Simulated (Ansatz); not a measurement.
Basis-set extrapolation for C₂H₁₀AlNSi (PBE0-D4/def2-TZVP geometry, frozen core, Ansatz). Multiplicity 1, RHF reference.

```tsv
	def2-TZVPP	def2-QZVPP
HF	-666.906920	-666.929358
MP2 correlation	-0.778607	-0.830312
CCSD(T) correlation	-0.877319	not run
```

Energies in hartree. Use E(X) = E(∞) + A·exp(−7.88·√X) for Hartree–Fock and E(X) = E(∞) + B·X^(−2.97) for correlation, with X = 3 and 4, and add CCSD(T) minus MP2 of the smaller set to the MP2 limit.

Task: What is the CCSD(T) energy at the basis-set limit?

Result: HF limit: -666.929358 + (-0.022438) × 0.13774 = -666.93245. MP2 limit: -0.830312 + (-0.051705) × 0.74074 = -0.86861. Higher-order term: -0.877319 − (-0.778607) = -0.09871. Total: -667.89977 hartree, 72.5 kcal/mol below CCSD(T)/def2-TZVPP.
